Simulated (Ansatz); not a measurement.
Species: C3H7B, SMILES `BCC=C` (H–B–C–C torsion -23°, B–C–C–C torsion -126°) (charge 0, multiplicity 1), formula C$_{3}$H$_{7}$B.

Task: How many basis functions does Ansatz (a program for electronic structure) with frozen-core CCSD(T)/cc-pVTZ // B3LYP-D3(BJ)/def2-TZVP use, how many core orbitals are frozen, and how many electrons are correlated?

Result: 218 basis functions and 4 frozen orbitals, which leaves 22 correlated electrons. Core time is of the order of minutes.
